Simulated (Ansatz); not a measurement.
Relaxation of CH₇NSSi (11 atoms, charge 0, multiplicity 1), to a largest force component of 0.02 eV/Å in at most 50 steps.

Theory: Ansatz, RKS PBE/def2-SVP.

```xyz
11
Properties=species:S:1:pos:R:3
Si -0.477 1.663 0.193
N -0.623 0.015 0.137
C 0.419 -0.849 -0.309
S 0.027 -2.559 -0.041
H -0.124 2.175 -1.179
H -1.848 2.245 0.588
H 0.530 2.057 1.189
H -0.921 -0.311 1.024
H 0.677 -0.694 -1.316
H 1.373 -0.678 0.301
H 1.033 -3.121 -0.566
```

Problem. Where does it end, and by what steps?

Solution. The run converged. The force dipped under the threshold on the way, but the program's further checks kept it going. After 34 steps the energy has fallen by 0.812 eV; H7 moved furthest, 1.55 Å.

```csv
step,energy less start (eV),largest force component (eV/Å),accepted
0,0.0000,3.550,yes
2,-0.6480,1.264,yes
4,-0.7248,0.439,yes
6,-0.7580,0.184,yes
8,-0.7680,0.135,yes
10,-0.7747,0.025,yes
12,-0.7768,0.039,yes
14,-0.7772,0.007,yes
16,-0.7785,0.171,yes
18,-0.7801,0.030,yes
20,-0.7826,0.114,yes
22,-0.7849,0.219,yes
24,-0.7985,0.067,yes
26,-0.8063,0.156,yes
28,-0.8100,0.070,yes
30,-0.8103,0.139,no
32,-0.8119,0.029,yes
34,-0.8121,0.009,yes
```

```xyz
11
Properties=species:S:1:pos:R:3
Si -0.630 1.601 -0.019
N -0.303 0.045 0.734
C 0.653 -0.899 0.246
S -0.027 -1.917 -1.187
H -1.450 1.576 -1.287
H -1.377 2.423 0.995
H 0.703 2.217 -0.339
H -1.070 -0.387 1.258
H 1.557 -0.364 -0.111
H 0.960 -1.606 1.044
H 1.049 -2.747 -1.314
```

Whether the end is a true minimum wasn't checked by a vibrational analysis.

Run time: 55 s on 2 threads of Intel(R) Xeon(R) Platinum 8375C CPU @ 2.90GHz (Ice Lake), on a shared host, peak memory 0.17 GiB.
